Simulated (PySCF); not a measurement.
# Ionisation energy along the 9-electron series

Calculated with PySCF 2.14 and a two-component X2C-1e Hamiltonian (Gaussian nucleus, no Breit or QED terms), each ion in its own even-tempered basis scaled to its charge; GMP2 freezes nothing and drops the highest virtual spinors. Values in eV. NIST values: (m) measured, (s) semi-empirical, (t) theoretical.

```tsv
ion	configuration	GHF (spin-free)	GMP2 (spin-free)	GHF (screened spin-orbit)	GMP2 (screened spin-orbit)	NIST
Tl⁷²⁺	[He] 2s2 2p5	20050.0	20051.8	19458.6	19460.3	19440 ± 70 (t)
Bi⁷⁴⁺	[He] 2s2 2p5	21185.9	21187.7	20528.2	20529.9	20500 ± 90 (t)
```

Fill in the row of Pb⁷³⁺.

configuration: [He] 2s2 2p5; GHF (spin-free): 20613.5; GMP2 (spin-free): 20615.3; GHF (screened spin-orbit): 19989.6; GMP2 (screened spin-orbit): 19991.3; NIST: 19970 ± 90 (t).
